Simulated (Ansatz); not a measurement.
Reaction: C5H6 (SMILES C#CC(=C)C) → C5H6 (ethynylcyclopropane, SMILES C#CC1CC1)
Each species at its own B3LYP-D3(BJ)/def2-TZVP minimum (Ansatz, an electronic-structure program).

Total energies in hartree (Ansatz). UHF or UKS for unpaired electrons; spin-orbit terms are left out. Correlated methods leave the cores frozen. No relativity. The restricted determinant of C5H6 (C#CC(=C)C, singlet) is unstable towards broken spin symmetry in at least one set run.

```tsv
species	HF/cc-pVTZ	CCSD(T)/cc-pVTZ	HF/cc-pVQZ	CCSD(T)/cc-pVQZ	CCSD(T)/cc-pVDZ	CCSDT(Q)/cc-pVDZ
1: C5H6 (2-methylbut-1-en-3-yne, SMILES C#CC(=C)C)	-192.81623	-193.68846	-192.82842	-193.74369	-193.49303	-193.49611
2: C5H6 (ethynylcyclopropane, SMILES C#CC1CC1)	-192.79939	-193.67320	-192.81153	-193.72855	-193.47669	-193.47942
```

Problem. Work out the isomerisation energy (electronic) in kcal/mol: take Hartree-Fock from cc-pVQZ, extrapolate the CCSD(T) correlation energy as X^-3 (X = 3, 4), and add CCSDT(Q) - CCSD(T) in cc-pVDZ. 1 hartree = 627.51 kcal/mol.

Solution. 
Species 1: correlation (64·(-0.91527) - 27·(-0.87223))/37 = -0.94668; step -0.00308; E1 = -192.82842 + (-0.94668) + (-0.00308) = -193.77818
Species 2: correlation (64·(-0.91702) - 27·(-0.87381))/37 = -0.94855; step -0.00273; E2 = -192.81153 + (-0.94855) + (-0.00273) = -193.76281
-1·E1 +1·E2 = 0.01537 hartree = 9.6 kcal/mol.
